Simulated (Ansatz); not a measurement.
PBE exchange is replaced step by step with exact exchange (0 % is PBE, 25 % PBE0; no dispersion term), basis def2-TZVP, Ansatz. System: the cluster CuH₂. Charge 0, multiplicity 2. Geometry: PBE-D4/def2-TZVP, each spin state at its own.

Geometry of the doublet:

```xyz
3

Cu   -0.221   -0.309   -0.287
H    -0.469    1.182   -0.514
H     0.690   -0.873    0.801
```

The structure comes from a short search, and lower isomers may exist.

HOMO and LUMO are taken over both spins.

| exact exchange (%) | HOMO (eV) | LUMO (eV) | gap (eV) | ⟨S²⟩ | quartet − doublet (kJ/mol) |
| --- | --- | --- | --- | --- | --- |
| 0 | -5.95 | -4.87 | 1.08 | 0.754 | 385.3 |
| 5 | -6.24 | -4.65 | 1.60 | 0.754 | 382.0 |
| 10 | -6.53 | -4.42 | 2.11 | 0.755 | 378.3 |
| 15 | -6.81 | -4.19 | 2.62 | 0.756 | 374.1 |
| 25 | -7.37 | -3.73 | 3.64 | 0.758 | 363.1 |
| 50 | -8.68 | -2.45 | 6.23 | 0.761 | 316.1 |

**Question.** Fit a straight line to the column «quartet − doublet (kJ/mol)» against the share of exact exchange and predict its value at 35 %.

**Answer.** With x = exact exchange (%) and y = quartet − doublet (kJ/mol): mean x = 17.5, mean y = 366.5; Σ(x − x̄)(y − ȳ) = -2294, Σ(x − x̄)² = 1638; slope b = -1.4, intercept a = ȳ − b·x̄ = 391. The residuals of the fitted rows reach 7.1. At x = 35 the line gives 391 + (-1.4 × 35) = 342.0; the run gave 347.4, 5.4 more than the line.
